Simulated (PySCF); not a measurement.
How methods differ on the ionisation energy of Tm⁵⁴⁺

Tm⁵⁴⁺ [Ne] 3s2 3p3 (4S) → Tm⁵⁵⁺ [Ne] 3s2 3p2 (3P), as a difference of total energies. Computed with PySCF 2.14 in an even-tempered Gaussian basis (17 s from 14 bohr⁻², ratio 2.5; 12 p from 18 bohr⁻², ratio 2.5; 4 d from 69 bohr⁻², ratio 2.7; 4 f from 100 bohr⁻², ratio 2.7), with scalar relativity by spin-free X2C-1e. Correlated levels: outer shells: 1s2 frozen; virtual orbitals above 40 to 60 times the deepest correlated orbital energy dropped. The calculations carry no spin-orbit coupling.

```csv
method,ionisation energy (eV)
UHF,5255.6
MP2 (outer shells),5256.2
SCS-MP2 (outer shells),5255.9
CCSD (outer shells),5256.1
CCSD(T) (outer shells),5256.1
```

Spin-orbit coupling is strong in these open shells (close to jj coupling). The scalar numbers leave it out and a first-order estimate fails, so it can dominate the gap to the real levels.

The ground level that NIST lists for one species does not belong to the high-spin term computed here, so part of any gap is the choice of state.

Breit and QED terms and the two-electron picture change are absent.

For comparison: 5157 ± 5 eV (theoretical estimate listed by NIST; NIST Atomic Spectra Database, ionization energies).
